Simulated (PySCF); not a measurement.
VOCl₂, SMILES [O]=[V+]([Cl])[Cl], charge +1, multiplicity 1. Geometry: PBE0-D3(BJ)/def2-SVP. The multiplicity is an assumed one; other spin states were not compared. The isomer is the one that the SMILES or the coordinates give; other isomers of the formula were not compared.

Question: Give the equilibrium geometry at PBE0-D3(BJ)/def2-SVP (PySCF confirms it by a frequency run) as Cartesian coordinates in Å, and its point group. (Estimate from the structure and the level; the computed values follow.)

Answer: point group Cs.
```xyz
4

V     -0.3618    -0.4084     0.0000
O      0.4804    -1.6620     0.0000
Cl     0.1317     0.6673     1.6979
Cl     0.1317     0.6673    -1.6979
```
Charge +1, spin multiplicity 1.
